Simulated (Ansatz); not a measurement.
A series at V: from vanadium oxytrichloride, ligands are replaced one by one, each step taking up H₂O and setting free HCl; n counts the steps. Ansatz, PBE0-D4/def2-TZVP geometries. Each molecule was computed in one conformer, which needn't be the lowest.

```
n                   molecule  HOMO energy, ωB97M-V/def2-TZVPP (eV)
0  `[O]=[V]([Cl])([Cl])[Cl]`                                     ?
1  `[O]=[V]([OH])([Cl])[Cl]`                                -11.53
2  `[O]=[V]([OH])([OH])[Cl]`                                -11.38
3  `[O]=[V]([OH])([OH])[OH]`                                -11.54
```

Problem. By hand: fit a straight line y = ȳ + b (n − n̄) to the 3 given rows and predict n = 0.

Solution. n̄ = 2.000, ȳ = -11.483; Σ(n − n̄)(y − ȳ) = -0.010, Σ(n − n̄)² = 2.000, so b = -0.005 eV a step. Prediction: -11.483 + (-0.005) × (-2.000) = -11.47 eV.

Problem. By hand: compare with the computed value, -11.80 eV, and give the steps along the whole series.

Solution. The line misses by -0.33 eV (computed minus predicted). Steps: 0.27, 0.15, -0.16 eV.

The steps change sign along the series, so a line is a poor guide. The highest orbital can change its character along such a series. The miss is 78.6 % of the series' range.
